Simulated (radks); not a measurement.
Task: Isoelectronic series with 4 electrons, each ion in its NIST ground configuration. Calculated with a radial shooting solver on a logarithmic mesh with Libxc functionals: scalar-relativistic Kohn-Sham, r2SCAN, spin-polarised, spherical densities, finite nucleus; meta-GGA in the generalised Kohn-Sham scheme; Fermi nuclear charge, rms radius of each element as measured or else 0.836 A^(1/3) + 0.57 fm. Total energies (hartree) and mean radii <r> (bohr):

| ion | configuration | E (hartree) | 2s | 1s |
|---|---|---|---|---|
| Be | [He] 2s2 | -14.65204 | 2.618 | 0.4182 |
| C2+ | [He] 2s2 | -36.50428 | 1.366 | 0.2690 |
| O4+ | [He] 2s2 | -68.39082 | 0.9332 | 0.1980 |
| Ne6+ | [He] 2s2 | -110.32761 | 0.7098 | 0.1566 |
| Mg8+ | [He] 2s2 | -162.34245 | 0.5728 | 0.1294 |
| Si10+ | [He] 2s2 | -224.47091 | 0.4801 | 0.1102 |
| S12+ | [He] 2s2 | -296.75585 | 0.4131 | 0.09598 |
| Ca16+ | [He] 2s2 | -472.00332 | 0.3227 | 0.07617 |

Estimate the row of Ar14+ ([He] 2s2).

Result: E (hartree) -379.24744; 2s 0.3624; 1s 0.08495.
